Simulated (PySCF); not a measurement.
H4HfO4, charge +1, multiplicity 2. Atoms are numbered in the order given.

```xyz
9

Hf     0.0000     0.0000     0.0000
O      1.1613    -1.1613     1.0544
H      1.7159    -1.7159     1.6326
O     -1.1613     1.1613     1.0544
H     -1.7159     1.7159     1.6326
O      1.1613     1.1613    -1.0544
H      1.7159     1.7159    -1.6326
O     -1.1613    -1.1613    -1.0544
H     -1.7159    -1.7159    -1.6326
```
Charge +1, spin multiplicity 2.

Geometry: PBE-D3(BJ)/def2-SVP. The spin state was assumed, not searched. The isomer is the one that the SMILES or the coordinates give; other isomers of the formula were not compared. The def2 effective core potentials stand for the cores of Hf; spin–orbit coupling is left out. Other conformers were not sampled.

The numbers are results of CAM-B3LYP/def2-TZVP in PySCF, not measurements.

Atomic charges (e):

```csv
atom,Mulliken,Löwdin,Mulliken spin
Hf1,1.75,0.83,-0.17
O2,-0.57,-0.17,0.30
H3,0.38,0.21,-0.01
O4,-0.57,-0.17,0.30
H5,0.38,0.21,-0.01
O6,-0.57,-0.17,0.30
H7,0.38,0.21,-0.01
O8,-0.57,-0.17,0.30
H9,0.38,0.21,-0.01
```
